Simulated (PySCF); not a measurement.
# Unknown compound

Molecular formula: C8H7FSi. Simulated spectra:

¹H NMR (300 MHz, computed): δ 7.77 (m, 1H), 7.36 (m, 1H), 7.20 (m, 1H), 6.95 (m, 1H), 6.31 (m, 1H), 5.01 (m, 2H).

¹³C{¹H} NMR (computed): δ 165.1 (C), 152.8 (CH), 140.2 (C), 138.7 (C), 132.3 (CH), 131.3 (CH), 129.6 (CH), 119.9 (CH).

- geometry: PBE0-D3(BJ)/def2-SVP
- shieldings: GIAO PBE/pcSseg-1
- program: PySCF
- single conformer, non-relativistic, gas phase, equivalent nuclei averaged

Scale: TMS for ¹H (σref 31.20) and ¹³C (σref 180.03) (reference shieldings calculated alike).

Propose a structure and justify it.

Answers


1. The formula gives 6 degrees of unsaturation (2 rings in the answer).
2. 8 carbon signals for 8 carbons: no two carbons are equivalent.
3. Carbon types of the structure: 3 × C, 5 × CH, leaving 2 H on heteroatoms.
4. δC 165.1: aromatic carbon bearing fluorine; the electronegative substituent deshields the carbon that carries it.
5. δC 152.8, 129.6: alkene CH; an sp2 carbon of a C=C bond.
6. δC 140.2, 138.7: substituted aromatic carbon.
7. δC 132.3, 131.3, 119.9: aromatic CH.
8. δH 7.77, 6.31: hydrogen on an alkene CH; a vinylic proton, deshielded by the sp2 carbon and the C=C anisotropy.
9. δH 7.36, 7.20, 6.95: hydrogen on an aromatic CH; aromatic region.
10. δH 5.01: hydrogen on a silicon bonded to 2 C, in a 5-membered ring.

The compound is SMILES Fc1cccc2c1C=C[SiH2]2.

The shifts were computed for this structure.

Splittings by ¹⁹F in the carbon and heteronuclear signals aren't shown, as no couplings were computed. Shifts are as computed. Against solution values, carbons near 30 ppm lie about +2 ppm off and those near 130 ppm about +2 ppm. Of 1211 compounds with measured shifts, 218 miss one by over three times the rms of a fit or turn the order of signals round; such compounds aren't used in these exercises. No couplings were computed; multiplicities are counted from neighbouring protons, with m where these are inequivalent, close in shift, in a saturated or five-membered ring or joined by F or P, and br s for small geminal =CH2 splittings.
